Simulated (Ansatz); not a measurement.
Molecule: H$_{2}$Se, net charge 1, doublet state. 
Coordinates optimised at B3LYP-D3(BJ)/def2-TZVP (Ansatz, an electronic-structure program):
```
Se
H 1 1.4885
H 1 1.4885 2 91.60
```
Charge +1, spin multiplicity 2.

Basis-set convergence of Hartree-Fock and CCSD correlation energies (hartree) with Ansatz. Correlated levels leave the core frozen unless marked. UHF or UKS for open shells. No spin-orbit coupling. Frozen are the shells of the preceding noble gas and the d and f shells that filled before the atom's block. No relativistic terms.

```
basis        functions        E(HF)  E(corr, CCSD)
-----------  ---------  -----------  -------------
aug-cc-pVDZ         54  -2400.65210       -0.13040
aug-cc-pVTZ        105  -2400.72741       -0.15975
aug-cc-pVQZ        185  -2400.73072       -0.16794
```

Extrapolating the two largest sets (X = 3 and 4) as X^-3: E(corr) = (64·(-0.16794) - 27·(-0.15975))/37 = -0.1739 Eh, an estimate of the basis-set limit. The largest set recovers 96.6 % of it, the smallest 75.0 %.
